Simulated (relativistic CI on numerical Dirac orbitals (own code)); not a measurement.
**Radial parameters of Gd⁴⁺**

Calculated at this level of theory: Dirac-Coulomb-Breit CI, separate exchange-only KLI orbitals for each configuration, model QED (radiative potential, 1s self-energy scaled to tabulated hydrogen-like ionisation energies), valence Slater integrals scaled by 0.85, P86 correlation energy added to each configuration (own radial code, finite nucleus).

Slater integrals F^k, G^k are unscaled and averaged over j, outside the closed core [Kr] 4d10 5p6; ζ comes from projecting the Hamiltonian with its Breit term on Σ l·s of the shell.

- 4f6 5s2: F^2(4f,4f) = 121110, F^4(4f,4f) = 76145, F^6(4f,4f) = 54825, ζ(4f) = 1619.5 cm⁻¹; <r>(4f) = 0.8005, <r^2>(4f) = 0.8049 (bohr units).
- 4f5 5s2 6s: F^2(4f,4f) = 127980, F^4(4f,4f) = 80820, F^6(4f,4f) = 58296, ζ(4f) = 1737.3, G^3(4f,6s) = 4011 cm⁻¹; <r>(4f) = 0.7642, <r^2>(4f) = 0.7221, <r>(6s) = 2.821, <r^2>(6s) = 8.831 (bohr units).
- 4f5 5s2 6p: F^2(4f,4f) = 128070, F^4(4f,4f) = 80882, F^6(4f,4f) = 58342, ζ(4f) = 1737.7, F^2(4f,6p) = 12472, G^2(4f,6p) = 3272.8, G^4(4f,6p) = 3046.8, ζ(6p) = 5272.7 cm⁻¹; <r>(4f) = 0.7636, <r^2>(4f) = 0.7205, <r>(6p) = 3.245, <r^2>(6p) = 11.69 (bohr units).

Averages of the first 5 configurations, taken without configuration mixing, which lowers the lowest level and can move excited configurations by several eV; other configurations of the list can lie among them:

```csv
Configuration,Parity,States,Average energy above the lowest level (eV)
4f6 5s2,even,3003,9.0
4f5 5s2 6s,odd,4004,33.9
4f5 5s2 6p,even,12012,40.5
4f5 5s2 7s,odd,4004,50.7
4f7 5s,odd,6864,53.7
```
